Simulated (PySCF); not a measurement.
Compound: C₅H₅ClF₂O.
SMILES with atom numbers: `[F:1][C@@H:2]1[CH2:3][C:4]([Cl:5])=[CH:6][O:7][C@H:8]1[F:9]` (hydrogens: H10 on C2; H11, H12 on C3; H13 on C6; H14 on C8)

All values: PBE0/def2-SVPD (PySCF, non-relativistic), on one gas-phase PBE0-D3(BJ)/def2-SVP geometry that isn't relaxed in the solvent. The solvent is an IEF-PCM continuum (Bondi radii, 1.10 Å for H, scaled by 1.2), and excitations are vertical TDDFT with non-equilibrium linear response and a frozen core. The model holds no explicit solvent molecules, cavitation or dispersion.

Gas-phase singlets (H = HOMO, L = LUMO):

```csv
state,E (eV),λ (nm),f,leading configurations
S1,5.834,213,0.002,"H→L+1 83%, H→L+2 12%"
S2,6.247,198,0.210,H→L 92%
S3,6.624,187,0.014,"H→L+2 85%, H→L+1 10%"
S4,7.096,175,0.007,"H→L+3 68%, H→L+4 25%"
S5,7.176,173,0.006,"H→L+4 53%, H→L+3 28%, H→L+5 14%"
```

**Question.** How does the list change in acetone (ε = 20.49)?

**Answer.** 
| state | E (eV) | λ (nm) | f | leading configurations | change by rank (eV) |
| --- | --- | --- | --- | --- | --- |
| S1 | 5.853 | 212 | 0.003 | H→L+1 89% | +0.019 |
| S2 | 6.257 | 198 | 0.278 | H→L 92% | +0.010 |
| S3 | 6.637 | 187 | 0.009 | H→L+2 93% | +0.013 |
| S4 | 7.159 | 173 | 0.008 | H→L+3 97% | +0.063 |
| S5 | 7.348 | 169 | 0.005 | H→L+4 89% | +0.172 |

**Question.** Give the list for dimethylsulfoxide (ε = 46.83), n² = 2.19.

**Answer.** 
```
state  E (eV)  λ (nm)      f  leading configurations  change by rank (eV)
   S1   5.853     212  0.004               H→L+1 89%               +0.019
   S2   6.241     199  0.294                 H→L 92%               -0.006
   S3   6.634     187  0.009               H→L+2 94%               +0.010
   S4   7.160     173  0.008               H→L+3 97%               +0.064
   S5   7.358     169  0.005               H→L+4 90%               +0.182
```

**Question.** How do the frontier levels move from gas to dimethylsulfoxide?

**Answer.** 
```csv
orbital,gas (eV),solvent (eV),change (eV),"Löwdin shares, gas","Löwdin shares, solvent"
LUMO+2,0.81,0.88,+0.07,"Cl5 47 %, C4 14 %, C3 6 %, C2 5 %","Cl5 41 %, C4 11 %, C6 7 %, C3 7 %"
LUMO+1,0.29,0.45,+0.16,"Cl5 27 %, C4 10 %, C2 8 %, H10 8 %","Cl5 42 %, C4 14 %, O7 8 %, C6 7 %"
LUMO,-0.10,0.03,+0.13,"C6 31 %, C4 27 %, O7 9 %, Cl5 8 %","C6 31 %, C4 28 %, O7 9 %, Cl5 9 %"
HOMO,-6.96,-6.90,+0.06,"C4 28 %, C6 23 %, Cl5 22 %, O7 17 %","C4 28 %, C6 23 %, Cl5 21 %, O7 17 %"
HOMO-1,-9.08,-9.05,+0.03,"Cl5 66 %, C4 10 %, C3 5 %, O7 4 %","Cl5 54 %, C4 10 %, O7 7 %, C2 6 %"
HOMO-2,-9.54,-9.37,+0.17,"C2 16 %, C8 15 %, O7 14 %, F1 13 %","Cl5 16 %, C2 16 %, C8 14 %, F1 12 %"
HOMO-3,-10.07,-10.07,0.00,"Cl5 61 %, C4 14 %, O7 7 %, C3 6 %","Cl5 60 %, C4 13 %, C3 8 %, O7 5 %"
```

The HOMO–LUMO gap goes from 6.86 to 6.93 eV. Rows go by rank; for LUMO+1 the atom shares or the degeneracy differ between the runs, so the row needn't follow one orbital.
